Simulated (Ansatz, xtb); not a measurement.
**Ranking isomers of C4H4ClF3O**

3 gas-phase structures of C4H4ClF3O, from a drawn sample of its isomers (lower ones may exist). Each was relaxed with GFN2-xTB:

A. `FC(F)(F)[C@@H]1OC[C@@H]1Cl`, a singlet
B. `FC(F)(F)[C@@H]1OC[C@H]1Cl`, a singlet
C. `FC(F)(F)C1(Cl)COC1`, a singlet

**Question.** Which do you expect lowest at r2SCAN-D4/def2-SVP, and how would the others follow?

**Answer.** Calculated order at r2SCAN-D4/def2-SVP: B (0.0), A (1.4), C (1.9) kcal/mol. Less than 1 kcal/mol parts A and C, so the order within that pair means little.

Energies above the lowest of each column, in kcal/mol; the last columns are at PBE0-D3(BJ)/def2-SVP geometries:

```json
{"structure": "B", "GFN2-xTB": "0.0", "HF/STO-3G": "0.0", "r2SCAN-D4/def2-SVP": "0.0", "PBE0-D3(BJ)/def2-SVP": "0.0", "CCSD(T)/def2-SVP + ΔMP2/def2-TZVPP": "0.0"}
{"structure": "A", "GFN2-xTB": "1.5", "HF/STO-3G": "1.4", "r2SCAN-D4/def2-SVP": "1.4", "PBE0-D3(BJ)/def2-SVP": "1.5", "CCSD(T)/def2-SVP + ΔMP2/def2-TZVPP": "1.8"}
{"structure": "C", "GFN2-xTB": "0.6", "HF/STO-3G": "2.0", "r2SCAN-D4/def2-SVP": "1.9", "PBE0-D3(BJ)/def2-SVP": "2.3", "CCSD(T)/def2-SVP + ΔMP2/def2-TZVPP": "2.4"}
```

Every level run on B puts it lowest or level with the lowest. ΔMP2 is the change of the MP2 energy from the smaller to the larger basis.

Programs: Ansatz 0.2.0, xtb 6.7.1.
